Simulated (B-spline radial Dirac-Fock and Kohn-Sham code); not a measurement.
# K-line shifts caused by a second vacancy in Se

System: the Se atom, [Ar] 3d10 4s2 4p4.

Calculated with a radial atomic solver, using multi-electron Dirac-Fock with separately optimised hole states, Breit and Lamb-shift corrections added in first order. Each two-hole energy is an average over J within one jj subconfiguration, not an observable level; in light atoms, where LS coupling holds, the j-resolved values are not observed lines, and for a K spectator the Kα1 hypersatellite is nearly forbidden. Electron correlation is not included.

Lines without a spectator: Kα2 (K-L2) 11180.4 eV, Kβ3 (K-M2) 12486.2 eV. Shifts in eV with one spectator hole (a dash: not computed, or left out as unreliable):

| spectator hole | Kα2 | Kβ3 |
| --- | --- | --- |
| K (1s) | +366.2 | +459.7 |
| L2 (2p1/2) | +36.1 | – |
| M2 (3p1/2) | – | +7.68 |
| M4 (3d3/2) | -0.37 | – |
| M5 (3d5/2) | -1.79 | – |
